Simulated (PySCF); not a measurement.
How methods differ on the excitation energy of V⁺

V⁺ [Ar] 3d4 (5D) → V⁺ [Ar] 3d3 4p1 (high-spin determinant), as a difference of total energies. Computed with PySCF 2.14 in x2c-QZVPPall (11s7p5d3f2g, 96 functions), with the spin-free X2C one-electron Hamiltonian (Gaussian nucleus). Correlated levels: valence and next inner shell: [Ne] frozen. The calculations carry no spin-orbit coupling.

```json
{"method": "UHF", "excitation energy (cm⁻¹)": "27852"}
{"method": "MP2 (valence and next inner shell)", "excitation energy (cm⁻¹)": "37267"}
{"method": "SCS-MP2 (valence and next inner shell)", "excitation energy (cm⁻¹)": "33745"}
{"method": "CCSD (valence and next inner shell)", "excitation energy (cm⁻¹)": "34864"}
{"method": "CCSD(T) (valence and next inner shell)", "excitation energy (cm⁻¹)": "35130"}
```

The basis was made for the ground configuration and has no added diffuse functions, so the excitation energy can come out too high.

The determinant of the upper state mixes LS terms, which raises its energy above the lowest term, most at the Hartree-Fock and MP2 levels.
